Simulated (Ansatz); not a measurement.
Job for Ansatz (an electronic-structure program): U-PBE/def2-TZVPP on ZrP, 2S+1 = 4, a spin state set in the input, which need not be the lowest, a point of a bond scan (R = 2.335 Å). Elements past Kr take the def2 small-core potentials; no spin–orbit coupling.

Ansatz 0.2 input:
```yaml
crystal:
  periodic: [false, false, false]
  atoms:
    - {symbol: Zr, position_ang: [0.00000000, 0.00000000, 0.00000000]}
    - {symbol: P, position_ang: [0.00000000, 0.00000000, 2.33485000]}
basis:
  gaussian:
    orbitals: def2-TZVPP
    pivot_positions_ang: [[0.00000000, 0.00000000, 0.00000000], [0.00000000, 0.00000000, 2.33485000]]
hamiltonian:
  xc: {name: PBE}
magnetization: {spin_polarized: true, initial_magnetization: 3}
output: {forces: true, orbitals: {seedname: ./end}}
```

It printed:

```
WARN ansatz: RAYON_NUM_THREADS=1 ignored (pool sized by the plan → 1); use --threads N
Functional definition: PBE
integrals: 0.02 GiB planned
599 factors; their error is unknown
mean field: 0.29 GiB planned
mean field evaluation 1: about -10558.6308 eV, gradient 2.2e1 eV
mean field evaluation 2: about -10547.5522 eV, gradient 4.5e1 eV
mean field evaluation 4: about -10561.1839 eV, gradient 9.5e0 eV
mean field evaluation 8: about -10561.7856 eV, gradient 7.2e-2 eV
mean field evaluation 16: about -10561.7857 eV, gradient 9.6e-5 eV
mean field evaluation 32: about -10561.7982 eV, gradient 2.4e-5 eV
mean field evaluation 64: about -10561.7865 eV, gradient 1.5e-2 eV
mean field evaluation 96: about -10561.5311 eV, gradient 5.2e0 eV
mean field evaluation 128: about -10561.7412 eV, gradient 1.9e0 eV
mean field evaluation 160: about -10561.6252 eV, gradient 2.2e0 eV
mean field evaluation 192: about -10561.7857 eV, gradient 3.5e-4 eV
mean field -10561.79815394 eV, -388.1389231133 hartree, gradient 1.7e-7 eV, S^2 3.761882; 14 other end points of the search recorded, 0 dependent functions left out
the calculation of the forces begins
reference -10561.79819047 eV, -388.1389244559 hartree; 15, 12 occupied and 83, 86 virtual orbitals, 599 factors
Total energy: -10561.79819047 eV, -388.1389244559 hartree
Atom 0 at     0.000000     0.000000     0.000000 Å, force     0.000000     0.000000    -0.166115 eV/Å
Atom 1 at     0.000000     0.000000     2.334850 Å, force    -0.000000    -0.000000     0.166115 eV/Å
Dipole moment:     0.000000     0.000000    -0.896001 e Å
```

The run converged.

Cost: roughly 17 core-seconds.
